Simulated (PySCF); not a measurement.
Si(F)3(vinyl) (C₂H₃F₃Si), SMILES C=C[Si](F)(F)F.

Geometry optimised at TPSSh-D3(BJ)/def2-SVP. One conformer was computed; it need not be the lowest.

Two levels are set side by side: PBE/def2-TZVP (PySCF) and M06-2X/def2-TZVP (PySCF). Same geometry, gas phase. Differences are taken from unrounded values.

```json
[
 {"quantity": "orbital gap (eV)", "PBE": "5.40"},
 {"quantity": "highest occupied level (eV)", "PBE": "-7.75"},
 {"quantity": "lowest empty level (eV)", "PBE": "-2.35"},
 {"quantity": "dipole moment (D)", "PBE": "2.71"},
 {"quantity": "mean polarisability (bohr³)", "PBE": "45.6"}
]
```

Q: These are the PBE values. What does M06-2X give? (The exact figures need the calculation; the answer reports its results.)

A: 
```
quantity                     M06-2X  PBE minus M06-2X
---------------------------  ------  ----------------
orbital gap (eV)               9.76             -4.36
highest occupied level (eV)  -10.19              2.44
lowest empty level (eV)       -0.43             -1.92
dipole moment (D)              2.92             -0.20
mean polarisability (bohr³)    43.1               2.5
```

Without exact exchange PBE keeps part of each electron's self-repulsion, which lifts occupied levels and narrows the gap. PBE's more diffuse valence density responds more strongly to a field. Differences between two approximate levels are no errors against the true value.

Rough cost on one machine, each run with all the roots and properties that it gave: M06-2X against PBE about 3 times.
